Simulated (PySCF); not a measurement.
Si(H)2(Et)(OMe), C₃H₁₀OSi, SMILES CC[SiH2]OC, singlet, GFN2-xTB optimised geometry.

```
15

Si    -0.44    -0.30     0.00
C     -1.16    -1.28     1.45
C     -0.73    -0.69     2.79
O     -1.03    -1.10    -1.29
C     -0.81    -0.80    -2.63
H      1.03    -0.30     0.00
H     -0.88     1.10     0.00
H     -2.25    -1.29     1.40
H     -0.84    -2.32     1.40
H     -1.06     0.34     2.88
H      0.35    -0.70     2.88
H     -1.15    -1.26     3.62
H      0.25    -0.84    -2.88
H     -1.18     0.20    -2.88
H     -1.34    -1.54    -3.23
```

Density from PBE0/def2-TZVP in PySCF 2.14.0 at that geometry.

Minimum of the electron density along straight lines between bonded atoms, close to the bond critical point (lines longer than 1.1 times the sum of covalent radii, or with two minima, are not listed):

```json
[
 {"bond": "Si1–C2", "length / Å": "1.891", "ρ at the minimum / e bohr⁻³": "0.122", "∇²ρ there / e bohr⁻⁵": "0.15", "position (fraction from the first atom)": "0.39"},
 {"bond": "C2–C3", "length / Å": "1.522", "ρ at the minimum / e bohr⁻³": "0.243", "∇²ρ there / e bohr⁻⁵": "-0.59", "position (fraction from the first atom)": "0.50"},
 {"bond": "Si1–O4", "length / Å": "1.623", "ρ at the minimum / e bohr⁻³": "0.143", "∇²ρ there / e bohr⁻⁵": "0.92", "position (fraction from the first atom)": "0.41"},
 {"bond": "O4–C5", "length / Å": "1.393", "ρ at the minimum / e bohr⁻³": "0.265", "∇²ρ there / e bohr⁻⁵": "-0.48", "position (fraction from the first atom)": "0.66"},
 {"bond": "Si1–H6", "length / Å": "1.470", "ρ at the minimum / e bohr⁻³": "0.124", "∇²ρ there / e bohr⁻⁵": "0.18", "position (fraction from the first atom)": "0.49"},
 {"bond": "Si1–H7", "length / Å": "1.470", "ρ at the minimum / e bohr⁻³": "0.124", "∇²ρ there / e bohr⁻⁵": "0.18", "position (fraction from the first atom)": "0.49"},
 {"bond": "C2–H8", "length / Å": "1.091", "ρ at the minimum / e bohr⁻³": "0.274", "∇²ρ there / e bohr⁻⁵": "-0.92", "position (fraction from the first atom)": "0.64"},
 {"bond": "C2–H9", "length / Å": "1.091", "ρ at the minimum / e bohr⁻³": "0.274", "∇²ρ there / e bohr⁻⁵": "-0.92", "position (fraction from the first atom)": "0.64"},
 {"bond": "C3–H10", "length / Å": "1.087", "ρ at the minimum / e bohr⁻³": "0.280", "∇²ρ there / e bohr⁻⁵": "-0.96", "position (fraction from the first atom)": "0.64"},
 {"bond": "C3–H11", "length / Å": "1.087", "ρ at the minimum / e bohr⁻³": "0.280", "∇²ρ there / e bohr⁻⁵": "-0.96", "position (fraction from the first atom)": "0.64"},
 {"bond": "C3–H12", "length / Å": "1.089", "ρ at the minimum / e bohr⁻³": "0.279", "∇²ρ there / e bohr⁻⁵": "-0.95", "position (fraction from the first atom)": "0.64"},
 {"bond": "C5–H13", "length / Å": "1.093", "ρ at the minimum / e bohr⁻³": "0.284", "∇²ρ there / e bohr⁻⁵": "-1.00", "position (fraction from the first atom)": "0.64"},
 {"bond": "C5–H14", "length / Å": "1.093", "ρ at the minimum / e bohr⁻³": "0.284", "∇²ρ there / e bohr⁻⁵": "-1.00", "position (fraction from the first atom)": "0.64"},
 {"bond": "C5–H15", "length / Å": "1.091", "ρ at the minimum / e bohr⁻³": "0.286", "∇²ρ there / e bohr⁻⁵": "-1.02", "position (fraction from the first atom)": "0.65"}
]
```
